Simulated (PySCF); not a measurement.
How methods differ on the excitation energy of Cd

Cd [Kr] 4d10 5s2 (1S) → Cd [Kr] 4d10 5s1 5d1 (3D), as a difference of total energies. Computed with PySCF 2.14 in x2c-QZVPPall with one added diffuse shell each of s, p, d, f, g type (14s9p8d5f3g, 143 functions), with scalar relativity by spin-free X2C-1e. The calculations carry no spin-orbit coupling.

```
method  excitation energy (eV)
   UHF                   6.062
 TPSSh                   6.992
M06-2X                   7.214
  TPSS                   7.034
```

For comparison: 7.378 eV (measured; NIST levels, between the centres of gravity of the two terms).
